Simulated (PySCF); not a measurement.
C7H6O3.
SMILES with atom numbers: `[O:1]=[C:2]([OH:3])[C@:4]12[CH:5]=[CH:6][C@H:7]([CH:8]=[CH:9]1)[O:10]2` (hydrogens: H11 on O3; H12 on C5; H13 on C6; H14 on C7; H15 on C8; H16 on C9)

Computed geometry: GFN2-xTB, gas phase.

Task: What internal coordinates does the optimisation give?

Result: 
| bond | length (Å) |
| --- | --- |
| O1=C2 | 1.203 |
| C2–O3 | 1.327 |
| C2–C4 | 1.501 |
| C4–C5, C4–C9 | 1.542 |
| C5=C6, C8=C9 | 1.322 |
| C6–C7, C7–C8 | 1.534 |
| C7–O10 | 1.420 |
| C4–O10 | 1.421 |
| O3–H11 | 0.972 |
| C5–H12, C9–H16 | 1.070 |
| C6–H13, C8–H15 | 1.070 |
| C7–H14 | 1.084 |

Bonds in one row agree within 0.01 Å and their mean is given. A selection of angles:
| angle | degrees |
| --- | --- |
| O1–C2–O3 | 123.5 |
| O1–C2–C4 | 123.3 |
| O3–C2–C4 | 113.2 |
| C2–C4–C5 | 116.3 |
| C2–C4–O10 | 116.1 |
| C5–C4–C9 | 104.3 |
| C5–C4–O10 | 100.8 |
| C4–C5–C6 | 104.5 |
| C5–C6–C7 | 104.9 |
| C6–C7–C8 | 104.9 |
| C6–C7–O10 | 100.8 |
| C4–O10–C7 | 95.4 |
| H11–O3–C2 | 110.5 |

Dihedral angles: O1–C2–C4–C5 60° (synclinal); C2–C4–C5–C6 160° (antiperiplanar); C4–C5–C6–C7 0° (synperiplanar); C5–C6–C7–C8 70° (synclinal); C6–C7–C8–C9 -70° (synclinal); C7–C8–C9–C4 0° (synperiplanar); C6–C7–O10–C4 54° (synclinal); C2–C4–C9–C8 -160° (antiperiplanar); C2–C4–O10–C7 180° (antiperiplanar); H11–O3–C2–O1 0° (synperiplanar).

The 5-membered ring C4–C9–C8–C7–O10 has internal angles of 95.4° to 104.9°; it is puckered, 0.24 Å rms from its mean plane, widest ring torsion 54°. The C–C distances run from 1.322 Å (C5=C6, drawn double) to 1.543 Å (C4–C9, drawn single), a spread of 0.221 Å. The 5-membered ring C4–C5–C6–C7–O10 has internal angles of 95.4° to 104.9°; it is puckered, 0.24 Å rms from its mean plane, widest ring torsion 54°. The C–O distances run from 1.203 Å (O1=C2, drawn double) to 1.421 Å (C4–O10, drawn single), a spread of 0.218 Å.

No frequency check. One conformer, not necessarily the lowest (O1–C2–O3–H 0°, O1–C2–C4–C5 60°).
